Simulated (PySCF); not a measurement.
NO3, SMILES [O]N([O])[O] (connectivity only; charge and spin as stated), neutral, multiplicity 2. Coordinates come from a PBE-D3(BJ)/def2-TZVP optimisation.

Calculation: PBE-D3(BJ)/def2-TZVP run with PySCF.

Harmonic wavenumbers (cm⁻¹): 489, 489, 773, 1083, 1232, 1232. Rotational constants (GHz): 13.61, 13.61, 6.803; symmetry number 6.

### Question
Work out the zero-point energy and the ideal-gas rigid-rotor harmonic-oscillator thermochemistry at 298.15 K and 1 atm.

### Answer
ZPE = ½ Σ hcν = ½ × 5299 cm⁻¹ = 7.58 kcal/mol. H − E(el) = 10.33 kcal/mol. Entropy in cal/(mol K): translation 38.29, rotation 19.50, vibration 1.74, spin 1.38, total 60.91. G − E(el) = -7.83 kcal/mol. Cp = 11.86 cal/(mol K).
